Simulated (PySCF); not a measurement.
Compound: (HBe-mu3-OH)4 cubane, Be4H8O4.
Structure used (PBE0-D3(BJ)/def2-SVP), in Å, numbered top down from 1:
```
atom  x, y, z in Å
Be1   -1.2387    0.8427    0.3189
H2    -2.3312    1.5886    0.5943
O3     0.2550    1.4063   -0.3656
Be4    0.3074    0.0840   -1.4929
H5     0.5831    0.1613   -2.8132
O6    -1.1558   -0.5122   -0.7675
Be7   -0.2682   -1.4599    0.3861
H8    -0.5051   -2.7452    0.7298
O9    -0.3020   -0.0839    1.4498
Be10   1.1904    0.5248    0.8041
H11    2.2501    0.9878    1.5033
O12    1.1921   -0.8185   -0.2991
H13    0.4221    2.3241   -0.6060
H14   -1.9062   -0.8435   -1.2727
H15   -0.4984   -0.1398    2.3913
H16    1.9711   -1.3507   -0.4942
```

The calculation used PBE0-D3(BJ)/def2-SVP geometry optimisation, gas phase in PySCF 2.14.0.

Q: Which atoms are bound to Be1, and at what distances?

A: 4 atoms: H2 1.351 Å, O9 1.736 Å, O3 1.737 Å, O6 1.739 Å. The nearest atom not counted as bound is H15, at 2.41 Å (others tie with it).

Q: List the angles at Be1.

A: 
```json
{"angle": "H2–Be1–O9", "degrees": "126.7", "distance of the outer atoms (Å)": "2.77"}
{"angle": "H2–Be1–O3", "degrees": "126.6", "distance of the outer atoms (Å)": "2.76"}
{"angle": "H2–Be1–O6", "degrees": "126.6", "distance of the outer atoms (Å)": "2.77"}
{"angle": "O3–Be1–O9", "degrees": "88.0", "distance of the outer atoms (Å)": "2.41"}
{"angle": "O3–Be1–O6", "degrees": "88.0", "distance of the outer atoms (Å)": "2.42"}
{"angle": "O6–Be1–O9", "degrees": "88.0", "distance of the outer atoms (Å)": "2.41"}
```

Q: Describe the arrangement about Be1 in numbers.

A: Angles from 88.0° to 126.7°; τ4 = (360° − α − β)/141° = 0.76 with α and β the two widest (0 for a square, 1 for a tetrahedron). Differences among atoms that Td makes equivalent are scatter left by the optimiser.

Q: What are the other bond lengths?

A: O3–H13 and 3 like bonds 0.963 Å.

Q: Give some angles away from the centre.

A: Be1–O3–Be4 92.0°.

Q: What are the rotational constants (commonest isotopes, rigid rotor)?

A: A = 2691, B = 2690, C = 2689 MHz: a spherical top.

Point group: Td (tolerance 0.08 Å). Charge 0, singlet. No frequency check.

On one thread of an Arm Neoverse V1 (shared host), this took 86 s of wall time and 0.57 GiB of memory at its peak. These figures are those of the optimisation.

One conformer stands for the species.
